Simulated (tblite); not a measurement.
Record of a relaxation.

Compound: C4H13BSSi.
Numbering: `[CH3:1][S:2][CH2:3][BH:4][CH2:5][CH2:6][SiH3:7]` (hydrogens: H8, H9, H10 on C1; H11, H12 on C3; H13 on B4; H14, H15 on C5; H16, H17 on C6; H18, H19, H20 on Si7)

Computed with GFN2-xTB (tblite), gas phase: L-BFGS steps from a force-field or distance-geometry start until the largest atomic force falls under 0.01 eV/Å. 6 of its 144 geometries are shown.

Step 0: E = -580.7233 eV, largest atomic force 2.153 eV/Å
```
atom  x, y, z in Å  |  force x, y, z in eV/Å
C1      3.841    0.960   -0.182    1.441   0.118  -0.790
S2      2.245    0.385    0.452    0.156   0.580   0.597
C3      1.598   -0.851   -0.721   -0.273   0.010   0.526
B4      0.182   -1.347   -0.145   -0.329   0.420  -2.086
C5     -0.876   -0.167    0.084    1.666  -0.934  -0.538
C6     -2.289   -0.653    0.110   -1.163  -0.115   0.791
Si7    -3.424    0.825    0.361   -0.536   0.506   0.133
H8      4.055    0.566   -1.201   -0.372   0.079   0.677
H9      3.907    2.064   -0.261   -0.429  -0.602   0.210
H10     4.680    0.636    0.478   -0.733   0.084  -0.332
H11     2.328   -1.653   -0.787    0.130   0.122  -0.422
H12     1.410   -0.303   -1.663    0.329  -0.598   0.253
H13    -0.197   -2.395   -0.567    0.236   0.106   0.726
H14    -0.580    0.324    1.010   -0.254   0.487  -0.164
H15    -0.734    0.513   -0.804   -0.116  -0.262   1.098
H16    -2.538   -1.143   -0.835    0.119  -0.309   0.399
H17    -2.474   -1.323    0.991    0.371   0.105  -1.008
H18    -2.582    1.975    0.734   -0.257  -0.058  -0.002
H19    -4.402    0.498    1.409    0.035   0.145  -0.027
H20    -4.157    1.101   -0.874   -0.021   0.117  -0.041
```

Step 29: E = -581.3586 eV, largest atomic force 0.172 eV/Å
```
atom  x, y, z in Å  |  force x, y, z in eV/Å
C1      3.847    0.919   -0.231    0.036   0.021  -0.006
S2      2.223    0.512    0.488   -0.067  -0.065  -0.057
C3      1.680   -0.819   -0.669    0.060   0.079   0.059
B4      0.198   -1.290   -0.405   -0.069   0.061   0.088
C5     -0.854   -0.196   -0.006   -0.121   0.025  -0.010
C6     -2.324   -0.625    0.128   -0.033   0.018   0.036
Si7    -3.514    0.842    0.387    0.052  -0.074   0.022
H8      3.911    0.499   -1.229    0.006   0.015  -0.020
H9      3.923    2.000   -0.277    0.035   0.039  -0.004
H10     4.640    0.521    0.396    0.001  -0.040   0.008
H11     2.427   -1.610   -0.616    0.006   0.007  -0.010
H12     1.724   -0.362   -1.662    0.033  -0.070  -0.013
H13    -0.076   -2.423   -0.516   -0.006  -0.002  -0.040
H14    -0.527    0.249    0.943   -0.046  -0.065  -0.034
H15    -0.789    0.642   -0.708    0.010  -0.041  -0.044
H16    -2.639   -1.175   -0.764    0.148  -0.014   0.086
H17    -2.410   -1.319    0.968    0.029  -0.028  -0.085
H18    -2.746    1.999    0.843   -0.020   0.073   0.021
H19    -4.514    0.490    1.395   -0.054   0.016   0.005
H20    -4.184    1.156   -0.878    0.002   0.044   0.000
```

Step 57: E = -581.4807 eV, largest atomic force 0.075 eV/Å
```
atom  x, y, z in Å  |  force x, y, z in eV/Å
C1      3.939    0.886   -0.426    0.009   0.002   0.007
S2      2.180    0.932    0.022   -0.068  -0.028  -0.012
C3      1.722   -0.774   -0.476   -0.005   0.046   0.020
B4      0.183   -1.118   -0.482    0.017   0.008  -0.004
C5     -0.902   -0.070   -0.057   -0.010   0.002  -0.004
C6     -2.318   -0.614    0.180   -0.038  -0.012   0.013
Si7    -3.621    0.737    0.492    0.024   0.006  -0.037
H8      4.042    0.756   -1.501   -0.002  -0.007   0.007
H9      4.361    1.840   -0.127    0.020   0.018  -0.002
H10     4.435    0.079    0.107    0.000  -0.012   0.006
H11     2.251   -1.448    0.203    0.001  -0.009   0.011
H12     2.156   -0.929   -1.465   -0.025  -0.002  -0.035
H13    -0.113   -2.191   -0.853    0.015  -0.010   0.014
H14    -0.579    0.503    0.816    0.024  -0.006   0.015
H15    -0.941    0.675   -0.861    0.006   0.009  -0.016
H16    -2.614   -1.204   -0.690   -0.020  -0.025   0.025
H17    -2.297   -1.306    1.024    0.046   0.000  -0.008
H18    -3.090    1.772    1.381    0.015  -0.015   0.011
H19    -4.818    0.146    1.094   -0.010  -0.018   0.004
H20    -3.982    1.338   -0.794    0.000   0.050  -0.015
```

Step 86: E = -581.4964 eV, largest atomic force 0.044 eV/Å
```
atom  x, y, z in Å  |  force x, y, z in eV/Å
C1      3.899    0.900   -0.387   -0.029   0.010   0.016
S2      2.104    0.980   -0.107    0.026  -0.006  -0.023
C3      1.701   -0.750   -0.561    0.011  -0.013   0.012
B4      0.184   -1.166   -0.466    0.017   0.004   0.004
C5     -0.910   -0.110   -0.092    0.013  -0.006  -0.007
C6     -2.317   -0.637    0.213    0.015   0.006  -0.013
Si7    -3.573    0.758    0.497   -0.027   0.021   0.027
H8      4.099    0.733   -1.442   -0.001  -0.010   0.003
H9      4.314    1.853   -0.078   -0.002   0.018   0.001
H10     4.321    0.099    0.215    0.015   0.007  -0.005
H11     2.309   -1.382    0.091   -0.008  -0.029  -0.005
H12     2.074   -0.898   -1.577   -0.015  -0.005   0.002
H13    -0.078   -2.284   -0.711    0.007   0.020   0.003
H14    -0.568    0.511    0.742    0.009   0.002  -0.018
H15    -0.962    0.589   -0.936   -0.010   0.016   0.006
H16    -2.646   -1.273   -0.611   -0.011  -0.016  -0.002
H17    -2.264   -1.281    1.092   -0.022  -0.010   0.005
H18    -3.062    1.667    1.525   -0.006   0.004   0.006
H19    -4.857    0.203    0.931   -0.001  -0.019   0.004
H20    -3.775    1.500   -0.750    0.020   0.007  -0.015
```

Step 114: E = -581.4991 eV, largest atomic force 0.017 eV/Å
```
atom  x, y, z in Å  |  force x, y, z in eV/Å
C1      3.899    0.910   -0.381   -0.001   0.002  -0.010
S2      2.100    0.964   -0.127    0.009   0.000  -0.004
C3      1.702   -0.770   -0.572   -0.004   0.009   0.009
B4      0.183   -1.176   -0.466   -0.006  -0.001   0.004
C5     -0.906   -0.110   -0.105   -0.001   0.003   0.005
C6     -2.313   -0.629    0.218   -0.002  -0.002  -0.003
Si7    -3.573    0.765    0.508    0.003  -0.007   0.007
H8      4.117    0.707   -1.427   -0.006  -0.007   0.007
H9      4.285    1.886   -0.107    0.000  -0.015   0.002
H10     4.335    0.144    0.255   -0.002   0.016  -0.003
H11     2.316   -1.404    0.073   -0.001  -0.001   0.001
H12     2.060   -0.921   -1.594    0.007   0.003  -0.004
H13    -0.085   -2.295   -0.691    0.002  -0.004  -0.003
H14    -0.554    0.524    0.715   -0.009   0.000   0.000
H15    -0.966    0.579   -0.958   -0.006  -0.003   0.005
H16    -2.652   -1.271   -0.598   -0.001   0.001  -0.002
H17    -2.257   -1.268    1.102    0.000   0.004  -0.007
H18    -3.105    1.633    1.591   -0.002  -0.002   0.001
H19    -4.873    0.191    0.868    0.016   0.001  -0.004
H20    -3.716    1.554   -0.718    0.006   0.002  -0.004
```

Step 143: E = -581.5000 eV, largest atomic force 0.009 eV/Å
```
atom  x, y, z in Å  |  force x, y, z in eV/Å
C1      3.902    0.908   -0.399    0.005  -0.001  -0.002
S2      2.105    0.977   -0.142   -0.001   0.003  -0.002
C3      1.703   -0.763   -0.553   -0.001  -0.001  -0.003
B4      0.183   -1.166   -0.465    0.001   0.000   0.001
C5     -0.912   -0.105   -0.106    0.003   0.000   0.001
C6     -2.317   -0.633    0.210    0.002  -0.001  -0.004
Si7    -3.573    0.759    0.518   -0.005  -0.007   0.004
H8      4.114    0.646   -1.432    0.001   0.001   0.001
H9      4.293    1.896   -0.180   -0.006  -0.005   0.001
H10     4.341    0.178    0.277   -0.003   0.005  -0.001
H11     2.301   -1.387    0.116    0.001   0.001   0.003
H12     2.082   -0.938   -1.564   -0.001  -0.001  -0.001
H13    -0.083   -2.284   -0.701    0.000  -0.001   0.002
H14    -0.568    0.530    0.716   -0.001  -0.003   0.001
H15    -0.975    0.583   -0.959    0.007  -0.002   0.003
H16    -2.655   -1.264   -0.614   -0.003   0.001  -0.006
H17    -2.260   -1.284    1.085   -0.002   0.002   0.000
H18    -3.131    1.574    1.651   -0.001   0.005   0.002
H19    -4.889    0.185    0.811    0.004  -0.001   0.001
H20    -3.665    1.599   -0.680   -0.001   0.005  -0.002
```

Question: Summarise the path.

Answer: The energy falls by 17.91 kcal/mol from step 0 to step 143; nine tenths of that is first reached at step 40. It falls at every step. The largest force goes from 2.153 to 0.009 eV/Å. Among the bonds C5–C6 changes most, from 1.495 to 1.534 Å; the atoms move by 0.563 Å rms after alignment.

The cost below is that of the whole relaxation. On one thread of an Arm Neoverse N1, no GPU (shared host), this took 1.9 s wall.
